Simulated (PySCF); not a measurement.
**How methods differ on the excitation energy of Te²⁺**

Te²⁺ [Kr] 4d10 5s2 5p2 (3P) → Te²⁺ [Kr] 4d10 5s1 5p3 (5S), as a difference of total energies. Computed with PySCF 2.14 in x2c-QZVPPall, with the spin-free X2C one-electron Hamiltonian (Gaussian nucleus). Correlated levels: valence: [Kr] 4d10 frozen. The calculations carry no spin-orbit coupling.

| method | excitation energy (eV) |
| --- | --- |
| UHF | 5.365 |
| MP2 (valence) | 6.288 |
| SCS-MP2 (valence) | 6.690 |
| CCSD (valence) | 6.480 |
| CCSD(T) (valence) | 6.513 |

**Question.** How much does correlation contribute at CCSD(T) (valence)?

**Answer.** 6.513 − (5.365) = 1.148 eV, measured against UHF.

A first-order spin-orbit estimate (lowest level to lowest level, LS coupling) adds 0.607 eV.
